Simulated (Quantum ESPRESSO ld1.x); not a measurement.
Species: the tantalum ion Ta+. Configuration: [Xe] 4f14 5d3 6s1.

All-electron calculation, non-relativistic Kohn-Sham, LDA (Slater exchange, Perdew-Wang correlation), spin-polarised, spherical densities, point nucleus; open shells are filled with parallel spins first; relativity is left out, which matters for an element this heavy. Program: ld1.x of Quantum ESPRESSO 7.5.

Energy parts (eV):
part                      energy
total                 -402610.01
kinetic                402461.90
electron-nucleus      -958528.63
Hartree                161403.45
exchange-correlation    -7946.73

Orbitals (lengths in bohr, moments of r in powers of bohr; r(max) is where P^2 peaks; r(90%) holds 90 % of the orbital's charge):
orbital  occ.  eigenvalue (eV)       <r^4>   r(max)  r(90%)
1s up       1       -61922.749   8.369e-07  0.01378  0.0369
1s down     1       -61922.736   8.369e-07  0.01378  0.0369
2s up       1       -10151.955   0.0001369  0.07510   0.135
2s down     1       -10151.827   0.0001369  0.07509   0.135
2p up       3        -9727.980  0.00008620  0.05829   0.120
2p down     3        -9727.877  0.00008620  0.05829   0.120
3s up       1        -2310.407    0.004811   0.2066   0.326
3s down     1        -2310.353    0.004811   0.2066   0.326
3p up       3        -2114.009    0.004300   0.1947   0.318
3p down     3        -2113.954    0.004300   0.1947   0.318
3d up       5        -1746.711    0.002937   0.1536   0.290
3d down     5        -1746.627    0.002937   0.1536   0.290
4s up       1         -461.561      0.1147   0.4655   0.716
4s down     1         -461.445      0.1146   0.4655   0.716
4p up       3         -380.107      0.1274   0.4666   0.737
4p down     3         -379.982      0.1273   0.4666   0.736
4d up       5         -231.711      0.1660   0.4638   0.788
4d down     5         -231.557      0.1655   0.4638   0.788
4f up       7          -39.492      0.5690   0.4333    1.03
4f down     7          -39.193      0.5435   0.4331    1.02
5s up       1          -67.877       3.985    1.080    1.74
5s down     1          -66.530       3.886    1.076    1.73
5p up       3          -44.918       6.558    1.169    1.97
5p down     3          -43.350       6.340    1.163    1.95
5d up       3          -12.384       44.66    1.551    3.19
5d down     0          -10.323       48.75    1.530    3.23
6s up       1          -11.158       213.2    2.880    4.72
6s down     0           -9.314       269.8    2.946    5.02

The highest occupied level is 6s up at -11.158 eV. Summed over all electrons, <r^2> = 55.25 bohr^2, which gives a Langevin (diamagnetic) susceptibility term of -43.8 x 10^-6 cm^3/mol. The density falls to 0.001 e/bohr^3 at r = 4.41 bohr. Spin moment in Bohr magnetons: 4.
